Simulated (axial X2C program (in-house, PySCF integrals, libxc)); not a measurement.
## IYI: the levels of the configuration d0 s1 p(π)0

Calculated with an axial X2C code built on PySCF integrals: two-component X2C with atomic mean-field Coulomb and Gaunt terms, basis I dyall-v3z, Y dyall-v3z (cores contracted in-house). Orbitals come from Hartree–Fock averaged over the configuration Y d0 s1 p(π)0; CI then distributes these electrons over the d, s, p(π) shells of Y.

I–Y–I held linear, both bonds 2.882 Å (near the minimum of the configuration average).

Active spinors (ω > 0):

```json
{"shell": "d", "ω": "3/2", "ε (eV)": "1.37", "character": "100% Y d"}
{"shell": "d", "ω": "5/2", "ε (eV)": "1.38", "character": "100% Y d"}
{"shell": "d", "ω": "1/2", "ε (eV)": "2.10", "character": "87% Y d"}
{"shell": "d", "ω": "3/2", "ε (eV)": "2.14", "character": "86% Y d"}
{"shell": "d", "ω": "1/2", "ε (eV)": "2.72", "character": "47% Y s, 38% Y d, 8% I p"}
{"shell": "s", "ω": "1/2", "ε (eV)": "-3.44", "character": "48% Y d, 47% Y s"}
{"shell": "p(π)", "ω": "1/2", "ε (eV)": "1.17", "character": "83% Y p, 9% Y f"}
{"shell": "p(π)", "ω": "3/2", "ε (eV)": "1.83", "character": "97% Y p"}
```

Lowest levels of this model:

| Ω | energy (cm⁻¹) | g∥ | configuration |
| --- | --- | --- | --- |
| 1/2 | 0 | 2.00 | 100% s1 |
| 3/2 | 4458 | 2.00 | 100% d1 |
| 5/2 | 4706 | 6.00 | 100% d1 |
| 1/2 | 11499 | 0.00 | 100% d1 |
| 3/2 | 12206 | 4.00 | 100% d1 |
| 1/2 | 25048 | 0.00 | 100% p(π)1 |

g∥ is the magnitude of 2⟨Lz + ge Sz⟩ for the +Ω component.

(1) From Ω and g∥ of the lowest level, whose 2⟨Lz + ge Sz⟩ is positive, find ⟨Sz⟩ and ⟨Lz⟩ (ge = 2.0023).

Occupations of the active spinors in the lowest level by ω, shell by shell in order of energy: -5/2: 0.00; -3/2: 0.00 0.00 0.00; -1/2: 0.00 0.00 0.00 0.00; 1/2: 0.00 0.00 1.00 0.00; 3/2: 0.00 0.00 0.00; 5/2: 0.00. The leading determinant has weight 1.00 among 4.

This point took 5.4 s on 1 thread of AMD EPYC 9R45 96-Core Processor (Zen 5) (shared host).

There is no dynamic correlation: spin–orbit spacings and, for f shells, spacings inside one term are the most reliable numbers, splittings between terms come out too wide, and energies between configurations are not reliable, so the lowest level need not be the ground state of the molecule. For d shells the ligand-field splittings (σ, π, δ) and their order can be off by a thousand cm⁻¹ or more. At most 6 roots were kept for each Ω > 0 (twice that for Ω = 0) within 3.2 eV of the lowest, so higher up levels can be missing between those listed; levels with Ω > 0 are doubly degenerate and listed once, Ω = 0 levels singly. Some active spinors are only partly of the character that their shell is named for, so the shell names and counts are nominal. States that fill the shells left empty in the average are placed too high. The molecule was held linear; bending was not examined.

## Answers

(1) Ω = ⟨Lz⟩ + ⟨Sz⟩ = 1/2 and ⟨Lz⟩ + ge⟨Sz⟩ = 1.000, so ⟨Sz⟩ = 0.50 and ⟨Lz⟩ = 0.00.
